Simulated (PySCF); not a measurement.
Input of a run (PBE0-D3(BJ)/def2-SVP geometry optimisation, gas phase (PySCF 2.14.0)), started from GFN2-xTB:
```
{"job": {"xc": "PBE0", "basis": "def2-SVP", "d3": "d3bj", "grid": 1, "maxiter": 30, "shake": 0.01, "kind": "geom"}, "charge": 0, "multiplicity": 1}
C     -1.809090    -0.666750    -1.345320
C     -1.031430    -0.595480    -0.457950
Ge     0.282120    -0.420720     0.890320
P      1.833360     1.276630     0.485170
H     -2.547850    -0.712540    -2.130350
H     -0.440530    -0.204400     2.192830
H      0.994980    -1.759880     0.997300
H      1.986220     0.891210    -0.839040
H      0.790040     2.174780     0.173310
```

Output (energies in Eh, forces in Eh/bohr):
```
step   0  E = -2496.58880434  max force = 0.059377
step   1  E = -2496.59313305  max force = 0.006583
step   2  E = -2496.59335334  max force = 0.000898
step   3  E = -2496.59337798  max force = 0.000714
step   4  E = -2496.59338881  max force = 0.000317
optimisation converged
```

Q: Summarise the run.

A: The energy falls by 0.125 eV over 5 energy and gradient evaluations, the largest force component goes from 0.0594 to 3.2e-04 Eh/bohr, and the atoms move by 0.043 Å rms after alignment. The bond that changes most is P4–H8 (three-coordinate phosphorus to P–H hydrogen), which lengthens by 0.041 Å. Bonds longer at the end by more than 0.005 Å: 6 of 8; shorter: 1. Among the angles that change most is H6–Ge3–H7, from 106.9° to 110.0°. The energy never rose by more than 1e-6 Eh on the way. The first step brought 94 % of the lowering.

Q: What are the final bond lengths?

A: C1≡C2 1.217 Å, C2–Ge3 1.903 Å, Ge3–P4 2.325 Å, C1–H5 1.076 Å, Ge3–H6 1.537 Å, Ge3–H7 1.537 Å, P4–H8 1.428 Å, P4–H9 1.428 Å. Numbering counts from 1 in the input's order; the species is `C#[C][GeH2][PH2]`.

The run used 103 basis functions and 34 SCF cycles in all. The run took 16 s on Arm Neoverse V2, one thread, shared host, and the process peaked at 0.43 GiB of memory.

No frequency check. The numbers are those of one conformer.

Conformer computed: `[CH:1]#[C:2][GeH2:3][PH2:4]`: H–P4–Ge3–C2 -46°, H–P4–Ge3–C2 48°.
